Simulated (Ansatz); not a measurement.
Cost and result for the atomization energy of `[SeH][SiH]([SeH])[SeH]` (8 atoms, 7 bonds).

The species carries charge 0 and has multiplicity 1. Correlated methods include outer-core shells of Se, which these sets cover unevenly. Scalar relativity is left out up to krypton. The structure was optimised at the PBE0-D4/def2-TZVP level. It is one conformer, not always the lowest. Program: Ansatz. All runs use 4 threads of an Intel Xeon Platinum 8375C on a shared host. Times are those of one run each, without the atoms' runs, and a repeat can differ threefold. Electronic energies, without spin–orbit coupling; frozen cores. CCSD(T)/CBS adds CCSD(T) − MP2 in def2-TZVPP to the MP2 limit, and its time is that of the two runs behind it. T1 = 0.009. With those shells the extrapolation isn't a true limit. B3LYP takes the VWN-RPA correlation (the form of Gaussian; ORCA's B3LYP/G).

CCSD(T)/CBS is a level of theory with its own doubt, some kJ/mol a heavy atom from the limit and from the frozen cores, so smaller differences don't rank the functionals.

```json
{"level": "LDA (SPW92)/def2-TZVPP", "functions": "242", "wall time": "1.4 s", "atomization (kcal/mol)": "602.2", "difference from CCSD(T)/CBS": "75.3", "per bond": "10.8"}
{"level": "BLYP-D4/def2-TZVPP", "functions": "242", "wall time": "2.2 s", "atomization (kcal/mol)": "514.3", "difference from CCSD(T)/CBS": "-12.6", "per bond": "-1.8"}
{"level": "PBE-D4/def2-TZVPP (with forces)", "functions": "242", "wall time": "3 s", "atomization (kcal/mol)": "525.7", "difference from CCSD(T)/CBS": "-1.2", "per bond": "-0.2"}
{"level": "BHLYP-D4/def2-TZVPP", "functions": "242", "wall time": "4.9 s", "atomization (kcal/mol)": "504.6", "difference from CCSD(T)/CBS": "-22.3", "per bond": "-3.2"}
{"level": "r2SCANh-D4/def2-TZVPP", "functions": "242", "wall time": "6.5 s", "atomization (kcal/mol)": "520.9", "difference from CCSD(T)/CBS": "-6.0", "per bond": "-0.8"}
{"level": "B3LYP-D4/def2-TZVPP (with forces)", "functions": "242", "wall time": "7 s", "atomization (kcal/mol)": "516.7", "difference from CCSD(T)/CBS": "-10.2", "per bond": "-1.5"}
{"level": "B2PLYP/def2-TZVPP", "functions": "242", "wall time": "7.5 s", "atomization (kcal/mol)": "507.4", "difference from CCSD(T)/CBS": "-19.5", "per bond": "-2.8"}
{"level": "ωB97X-V/def2-TZVPP", "functions": "242", "wall time": "11 s", "atomization (kcal/mol)": "524.6", "difference from CCSD(T)/CBS": "-2.3", "per bond": "-0.3"}
{"level": "CCSD(T)/def2-SVP", "functions": "134", "wall time": "13 s", "atomization (kcal/mol)": "470.5", "difference from CCSD(T)/CBS": "-56.4", "per bond": "-8.1"}
{"level": "ωB97M-V/def2-TZVPP (with forces)", "functions": "242", "wall time": "14 s", "atomization (kcal/mol)": "515.9", "difference from CCSD(T)/CBS": "-11.0", "per bond": "-1.6"}
{"level": "MP2/def2-QZVPP", "functions": "457", "wall time": "29 s", "atomization (kcal/mol)": "521.2", "difference from CCSD(T)/CBS": "-5.7", "per bond": "-0.8"}
{"level": "CCSD(T)/def2-TZVPP", "functions": "242", "wall time": "3.4 min", "atomization (kcal/mol)": "505.5", "difference from CCSD(T)/CBS": "-21.4", "per bond": "-3.1"}
{"level": "CCSD(T)/CBS(def2)", "functions": "–", "wall time": "3.9 min", "atomization (kcal/mol)": "526.9", "difference from CCSD(T)/CBS": "0.0", "per bond": "0.0"}
```

The D4 term adds +11.7 kcal/mol with B3LYP and +6.1 kcal/mol with PBE0; it sums over pairs of atoms, weighted by their polarisabilities, and B3LYP, whose exchange is more repulsive, gets the larger term. At CCSD(T), def2-SVP lies −56.4 kcal/mol from the extrapolated value and def2-TZVPP −21.4 kcal/mol: correlation converges slowly with the basis, and small sets miss more of it in the bonded molecule than in its fragments. From BLYP to BHLYP (50 % exact exchange), in def2-TZVPP and without D4, the atomization energy moves by −5.9 kcal/mol: exact exchange takes away binding that semilocal exchange gives to molecules.

For some Ge, Se and Sn compounds the MP2-based and the directly extrapolated limit differ by 10 to 25 kJ/mol.
